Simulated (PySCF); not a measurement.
## TeO₃: BP86 against PBE0

Base calculation in PySCF with density fitting and no spin–orbit coupling, BP86/def2-TZVP (scalar-relativistic core potentials): singlet, D3h, Te–O 1.809 Å (×3); wavenumbers 151, 232 (×2), 784, 841 (×2) cm⁻¹; gap between the highest occupied and lowest empty levels 2.43 eV, polar-tensor charge of Te 1.46 e, atomisation energy (no zero-point energy) 1125 kJ/mol.

**Question.** What changes on going to PBE0/def2-TZVP (scalar-relativistic core potentials)?

**Answer.** The point group stays the same. Changes: mean bond to Te -0.036 Å, highest wavenumber +77 cm⁻¹, lowest wavenumber +22 cm⁻¹, gap between the highest occupied and lowest empty levels +3.02 eV, polar-tensor charge of Te +0.16 e, atomisation energy (no zero-point energy) -199 kJ/mol. The new structure has Te–O 1.773 Å (×3), with wavenumbers 173, 252 (×2), 859, 918 (×2) cm⁻¹.

Each species is the lowest minimum found with this bonding; other isomers or fragments can lie lower.
